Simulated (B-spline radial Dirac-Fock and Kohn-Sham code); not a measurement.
K-line shifts caused by a second vacancy in In⁺

System: the In⁺ ion, configuration [Kr] 4d10 5s2.

These are calculated numbers from a B-spline atomic structure program; the model is Dirac-Fock energy differences between relaxed states, corrected for Breit and QED terms. Each two-hole energy is an average over J within one jj subconfiguration, not an observable level; in light atoms, where LS coupling holds, the j-resolved values are not observed lines, and for a K spectator the Kα1 hypersatellite is nearly forbidden. No correlation.

Lines without a spectator: Kα2 (K-L2) 24000.0 eV, Kα1 (K-L3) 24208.1 eV, Kβ3 (K-M2) 27233.6 eV, Kβ1 (K-M3) 27272.0 eV. Shifts in eV with one spectator hole (a dash: not computed, or left out as unreliable):

| spectator hole | Kα2 | Kα1 | Kβ3 | Kβ1 |
| --- | --- | --- | --- | --- |
| L2 (2p1/2) | +61.8 | +77.9 | – | +164.8 |
| L3 (2p3/2) | +60.7 | +60.8 | +146.3 | – |
| M2 (3p1/2) | – | +8.88 | +19.78 | +24.07 |
| M3 (3p3/2) | +6.60 | – | +20.46 | +19.89 |
| M4 (3d3/2) | +1.16 | -1.42 | – | – |
| M5 (3d5/2) | -1.88 | 0.00 | – | – |

**Question.** Where does the K-L3 hypersatellite lie, emitted when both K electrons are missing?

**Answer.** +579.6 eV from the normal line, at 24787.6 eV. Removing both K electrons costs 56691.5 eV, which is 780.0 eV more than twice the K binding energy.

With n spectator holes in 2p, averaged over the 2p shell (energies in eV):

```tsv
n	KαLⁿ	step	hypersatellite KαʰLⁿ
0	24138.7	–	24712.5
1	24204.1	+65.4	24779.4
2	24270.7	+66.6	24847.4
3	24338.6	+67.9	24916.7
4	24407.7	+69.1	24987.3
5	24478.1	+70.4	25059.2
```
